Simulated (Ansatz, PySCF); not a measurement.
Reaction (SMILES): [CH2]O[SiH2]OC → [CH2][Si](C)(O)O
Each molecule is optimised on its own at B3LYP-D3(BJ)/def2-TZVP (Ansatz, a first-principles code), one conformer each, not searched for the lowest.

Wanted: isomerisation energy (0 K, with B3LYP-D3(BJ) harmonic zero-point energies from PySCF), in kJ/mol. Valence correlation only, unless marked. UHF or UKS for open shells. No spin-orbit coupling. No relativistic terms. CBS(X,Y): correlation extrapolated as X^-3; Hartree-Fock from the larger set.

CCSD(T)/CBS(cc-pV(T+d)Z,cc-pV(Q+d)Z) (Ansatz) gives -197.0 kJ/mol.

Question: Another calculation gave -192.4 kJ/mol. Which level was it?
A. wB97X-V/def2-TZVPD (Ansatz)
B. B97M-V/def2-TZVPD (Ansatz)
C. BLYP/def2-TZVPD (Ansatz)

Answer: B, B97M-V/def2-TZVPD (Ansatz). The others give -161.3 (BLYP), -173.9 (wB97X-V) kJ/mol.
